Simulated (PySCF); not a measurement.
A survey of 29Si NMR shifts

PySCF calculation with shieldings: GIAO PBE0/pcSseg-1 and structure optimised with GFN2-xTB; non-relativistic, isolated molecule, rapidly exchanging positions averaged, one computed conformer.

Shieldings were converted by a linear fit to measured shifts: 29Si: δ = 279.94 − 0.822σ (rms 8.9 ppm, 72 shifts, 25.8 ppm with the 6 outliers that the fit left out vs TMS, solution or neat liquid). A few per cent of atoms miss by over 2 rms, more outside the fitted compound classes.

Question: Give the 29Si shifts of `O[SiH2]C([SiH3])([SiH3])[SiH3]`, `C=C[Si@H](Cl)[SiH2]C(C)(C)C`, `O=C=C(C=O)S[SiH2]S[SiH3]`, `C[SiH2][Si@@H](O)N([SiH3])[SiH3]`, `CC(=O)[Si@@]1(Cl)C=CC[SiH2]1`, `C=NC[SiH2]CC(=C)F`, `C[Si@@H]([SiH3])[SiH2][SiH2]O`, `N[SiH2][SiH2]C(F)F`.

Answer: 
| compound | environment | δ (ppm) |
| --- | --- | --- |
| [OH:1][SiH2:2][C:3]([SiH3:4])([SiH3:5])[SiH3:6] | Si2: silicon bonded to C, O, 2 H | -20.6 |
| [OH:1][SiH2:2][C:3]([SiH3:4])([SiH3:5])[SiH3:6] | Si4/5/6: silicon bonded to C, 3 H (×3) | -64.4 |
| [CH2:1]=[CH:2][Si@H:3]([Cl:4])[SiH2:5][C:6]([CH3:7])([CH3:8])[CH3:9] | Si3: silicon bonded to C, Cl, Si, H | -18.4 |
| [CH2:1]=[CH:2][Si@H:3]([Cl:4])[SiH2:5][C:6]([CH3:7])([CH3:8])[CH3:9] | Si5: silicon bonded to C, Si, 2 H | -52.7 |
| [O:1]=[C:2]=[C:3]([CH:4]=[O:5])[S:6][SiH2:7][S:8][SiH3:9] | Si7: silicon bonded to 2 S, 2 H | -35.8 |
| [O:1]=[C:2]=[C:3]([CH:4]=[O:5])[S:6][SiH2:7][S:8][SiH3:9] | Si9: silicon bonded to S, 3 H | -57.8 |
| [CH3:1][SiH2:2][Si@@H:3]([OH:4])[N:5]([SiH3:6])[SiH3:7] | Si3: silicon bonded to N, O, Si, H | -11.5 |
| [CH3:1][SiH2:2][Si@@H:3]([OH:4])[N:5]([SiH3:6])[SiH3:7] | Si6/7: silicon bonded to N, 3 H (×2) | -53.1 |
| [CH3:1][SiH2:2][Si@@H:3]([OH:4])[N:5]([SiH3:6])[SiH3:7] | Si2: silicon bonded to C, Si, 2 H | -80.3 |
| [CH3:1][C:2](=[O:3])[Si@@:4]1([Cl:5])[CH:6]=[CH:7][CH2:8][SiH2:9]1 | Si4: silicon bonded to 2 C, Cl, Si, in a 5-membered ring | -10.2 |
| [CH3:1][C:2](=[O:3])[Si@@:4]1([Cl:5])[CH:6]=[CH:7][CH2:8][SiH2:9]1 | Si9: silicon bonded to C, Si, 2 H, in a 5-membered ring | -68.8 |
| C=NC[SiH2]CC(=C)F | silicon bonded to 2 C, 2 H | -37.8 |
| [CH3:1][Si@@H:2]([SiH3:3])[SiH2:4][SiH2:5][OH:6] | Si5: silicon bonded to O, Si, 2 H | -21.3 |
| [CH3:1][Si@@H:2]([SiH3:3])[SiH2:4][SiH2:5][OH:6] | Si2: silicon bonded to C, 2 Si, H | -72.3 |
| [CH3:1][Si@@H:2]([SiH3:3])[SiH2:4][SiH2:5][OH:6] | Si3: silicon bonded to Si, 3 H | -97.5 |
| [CH3:1][Si@@H:2]([SiH3:3])[SiH2:4][SiH2:5][OH:6] | Si4: silicon bonded to 2 Si, 2 H | -106.7 |
| [NH2:1][SiH2:2][SiH2:3][CH:4]([F:5])[F:6] | Si2: silicon bonded to N, Si, 2 H | -49.4 |
| [NH2:1][SiH2:2][SiH2:3][CH:4]([F:5])[F:6] | Si3: silicon bonded to C, Si, 2 H | -71.9 |
